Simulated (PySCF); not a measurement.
Stepwise substitution at one centre (In F-NH2). All species are isolated molecules in the gas phase. One relaxed conformer stands for each flexible species; it need not be the lowest. Strings in code marks are SMILES.

Level of theory: PBE-D3(BJ)/def2-TZVP // r2SCAN-D4/def2-TZVP run with PySCF. All candidates: neutral, multiplicity 1. Excitations are Tamm–Dancoff values on a coarser integration grid. The basis has no diffuse functions, so Rydberg states are missing or too high.

```yaml
T1 excitation (TDA): 4.54 eV
HOMO: -9.18 eV
HOMO–LUMO gap: 4.78 eV
```

Question: Say which member has these values.
A. `[NH2][In]([NH2])[NH2]`
B. `[F][In]([F])[F]`
C. `[NH2][In]([F])[F]`

Answer: B, `[F][In]([F])[F]`. The others give `[NH2][In]([NH2])[NH2]`: 3.62 eV, -5.43 eV, 3.86 eV; `[NH2][In]([F])[F]`: 3.47 eV, -7.05 eV, 3.82 eV
